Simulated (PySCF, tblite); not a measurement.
C7H3F3.
Structure used (GFN2-xTB), in Å, numbered top down from 1:
```
atom  x, y, z in Å
C1    -2.2571   -2.3946   -2.3411
C2    -1.7873   -1.6304   -1.5408
C3    -1.2370   -0.7416   -0.6067
C4     0.0791   -0.6353   -0.3619
F5     0.9784   -1.3981   -1.0156
C6     0.6261    0.2599    0.5781
C7     1.1620    0.9982    1.3646
C8     1.6934    1.9315    2.3422
F9     1.3545    3.2094    2.0336
F10    1.1826    1.6903    3.5769
H11   -2.6741   -3.0573   -3.0392
H12   -1.9188   -0.1097   -0.0562
H13    2.7938    1.8783    2.4126
```

The calculation used wB97X-D/def2-SVPD in PySCF (dipole) on a GFN2-xTB geometry, gas phase.

Take the most abundant isotopes and a rigid rotor. 

What are A, B and C (MHz)?

Ia = 127.19, Ib = 1139.61, Ic = 1177.15 u·Å²; 505379 MHz·u·Å²/I gives A = 3973, B = 443.5, C = 429.3 MHz.

What kind of rotor is it?

A near-prolate asymmetric top. Ray's parameter κ = (2B − A − C)/(A − C) = -0.992; −1 is the prolate and +1 the oblate limit.

Is it planar, by Δ = Ic − Ia − Ib?

Not planar: Δ = Ic − Ia − Ib = -89.65 u·Å². For a rigid frame Δ = −2 Σ m c², so Σ m c² = 44.83 u·Å² lies off the ab plane: 0.00 from hydrogen and 44.83 from heavier atoms. The atom farthest from that plane is 1.09 Å away.

Which lines would a microwave search look for?

The dipole components are |μa| = 1.11 D, |μb| = 0.19 D, |μc| = 0.00 D; the mirror of this Cs structure is the ab plane, so μc vanishes by symmetry and there are no c-type lines. Intensities carry the squares of the components, which stand as 1.00 : 0.03 (a : b). Some lines, for components of 0.1 D or more:

```csv
type,branch,"J(Ka,Kc)",MHz,lower level (cm⁻¹)
a,R,"1(0,1) ← 0(0,0)",873,0.000
a,R,"2(1,2) ← 1(1,1)",1731,0.147
a,R,"2(1,1) ← 1(1,0)",1760,0.147
b,Q,"1(1,0) ← 1(0,1)",3544,0.029
b,Q,"2(1,1) ← 2(0,2)",3558,0.087
b,R,"1(1,1) ← 0(0,0)",4403,0.000
b,R,"2(1,2) ← 1(0,1)",5261,0.029
b,Q,"2(2,0) ← 2(1,1)",10590,0.206
b,Q,"2(2,1) ← 2(1,2)",10632,0.205
b,R,"2(2,1) ← 1(1,0)",12349,0.147
```

Estimate the classical rotational partition function at 50 K, 100 K and 200 K.

Point group Cs, symmetry number σ = 1; q = (√π/σ)·√((kT/h)³/(ABC)), k/h = 20836.6 MHz/K: 68500 at 50 K, 194000 at 100 K, 548000 at 200 K.

Its GFN2-xTB frequencies are all real (lowest 16 cm⁻¹). No vibrational averaging or centrifugal distortion is included, and the geometry carries the error of its method.

The run took 2.0 min (grids of density and orbitals included) on an Arm Neoverse N1 with one thread, no GPU, on a shared host, and the process peaked at 1.0 GiB of memory. This is the wB97X-D/def2-SVPD job that gave the dipole, with the excitations it also computed.
